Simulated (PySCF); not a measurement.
Homolysis of single bonds, series Si SH-H. All species are isolated molecules in the gas phase. One relaxed conformer stands for each flexible species; it need not be the lowest. Strings in code marks are SMILES.

These are PBE-D3(BJ)/def2-TZVP (PySCF) values and carry that method's errors. All candidates: neutral, multiplicity 1. Excitations are Tamm–Dancoff values on a coarser integration grid. The basis has no diffuse functions, so Rydberg states are missing or too high.

```
Item                    Value
-------------------  --------
S1 excitation (TDA)   5.01 eV
HOMO–LUMO gap         4.89 eV
LUMO                 -1.50 eV
```

### Question
Name which member has these values.
A) `S[Si](S)(S)S`
B) `S[SiH](S)S`
C) `S[SiH2]S` (H–S–Si–S torsion 56°, S–Si–S–H torsion 56°)

### Answer
A, `S[Si](S)(S)S`. The others give `S[SiH2]S` (H–S–Si–S torsion 56°, S–Si–S–H torsion 56°): 5.30 eV, 5.15 eV, -1.13 eV; `S[SiH](S)S`: 5.44 eV, 5.33 eV, -1.03 eV
